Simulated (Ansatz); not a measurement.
```yaml
crystal:
  periodic: [false, false, false]
  atoms:
    - {symbol: C, position_ang: [-0.500521, -0.303186, 0.419698]}
    - {symbol: Si, position_ang: [0.373945, 0.127600, -0.297748]}
    - {symbol: F, position_ang: [1.429930, -0.135509, 0.046590]}
    - {symbol: F, position_ang: [0.360107, -0.336069, -1.158987]}
    - {symbol: I, position_ang: [0.355618, 1.550744, -0.466241]}
    - {symbol: H, position_ang: [-0.455317, -0.912523, 0.411362]}
    - {symbol: H, position_ang: [-0.436348, 0.003156, 0.956860]}
    - {symbol: H, position_ang: [-1.015320, -0.101506, 0.134099]}
basis:
  gaussian: {orbitals: def2-TZVP}
hamiltonian: {xc: {name: rPW86-PBE}}
output: {forces: true}
```

```sh
$ ansatz run in.yaml --threads 4 --pin off --events-out ev --progress --plain --max-ram 10444MiB
```

It prints (some lines left out):

```
Functional definition: rPW86-PBE
1243 factors; their error is unknown
mean field evaluation 1: about -22362.9717 eV, gradient 1.9e2 eV
mean field evaluation 2: about -22125.8458 eV, gradient 3.9e2 eV
mean field evaluation 4: about -22412.5951 eV, gradient 2.5e1 eV
mean field evaluation 8: about -22413.4150 eV, gradient 1.2e-1 eV
mean field evaluation 16: about -22413.4098 eV, gradient 3.1e-3 eV
mean field -22413.40977235 eV, -823.6776167792 hartree, gradient 6.4e-5 eV, S^2 0.000000; 0 other end points of the search recorded, 0 dependent functions left out
reference -22413.40986160 eV, -823.6776200590 hartree; 33, 33 occupied and 165, 165 virtual orbitals, 1243 factors
Total energy: -22413.40986160 eV, -823.6776200590 hartree
Atom 0 at    -0.500521    -0.303186     0.419698 Å, force     0.444708    -3.946222     9.584823 eV/Å
Atom 1 at     0.373945     0.127600    -0.297748 Å, force   -10.301575     9.771420   101.564589 eV/Å
Atom 2 at     1.429930    -0.135509     0.046590 Å, force    68.695651   -19.427293    27.458190 eV/Å
Atom 3 at     0.360107    -0.336069    -1.158987 Å, force    -6.580391   -86.360600  -157.194443 eV/Å
Atom 4 at     0.355618     1.550744    -0.466241 Å, force    -3.027913   121.831618   -13.638022 eV/Å
Atom 5 at    -0.455317    -0.912523     0.411362 Å, force     5.171971   -77.959677     0.387852 eV/Å
Atom 6 at    -0.436348     0.003156     0.956860 Å, force     6.367351    33.861011    64.038424 eV/Å
Atom 7 at    -1.015320    -0.101506     0.134099 Å, force   -60.769802    22.229743   -32.201413 eV/Å
Dipole moment:    -0.059187    -0.599428     0.047453 e Å
```

In this input the geometry is squeezed to about two thirds of its size. The calculation finished and met its thresholds. The result belongs to that input, not to the molecule as meant.
